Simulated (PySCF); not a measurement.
BH₄O₃, charge +1. Atoms are numbered in the order given.

```xyz
8

O      0.9421    -0.9853    -0.2175
B      0.1648     0.0745    -0.0217
O      0.4254     1.3730    -0.0244
O     -1.2525    -0.4258     0.2410
H      1.8986    -0.8204    -0.3313
H     -0.1881     2.0744     0.2543
H     -1.3863    -1.4010     0.1644
H     -2.0680     0.0797     0.0286
```
Charge +1, spin multiplicity 1.

Geometry: PBE-D3(BJ)/def2-SVP. The isomer is the one that the SMILES or the coordinates give; other isomers of the formula were not compared. Other conformers were not sampled.

All values below come from PySCF with PBE-D3(BJ)/def2-SVP.

No scaling factor is applied to the harmonic values.

```tsv
mode	ν (cm⁻¹)	IR (km/mol)	moving atoms (share of kinetic energy)
1	201	48.6	H 92 %
2	342	85.2	H 57 %, O 37 %
3	374	37.4	H 61 %, O 34 %
4	394	414.2	H 85 %, O 12 %
5	426	38.8	O 64 %, H 28 %, B 8 %
6	533	39.2	H 86 %, O 9 %
7	589	82.5	B 68 %, O 19 %, H 12 %
8	680	51.2	O 58 %, H 23 %, B 19 %
9	766	169.8	H 83 %, O 13 %
10	856	41.5	H 68 %, O 31 %
11	928	139.3	H 58 %, O 42 %
12	1206	220.8	B 52 %, O 36 %, H 12 %
13	1547	209.2	H 88 %, O 10 %
14	1673	416.6	B 74 %, O 23 %
15	3567	234.7	H 96 %
16	3676	323.7	H 92 %
17	3728	275.4	H 94 %
18	3778	224.6	H 94 %
```
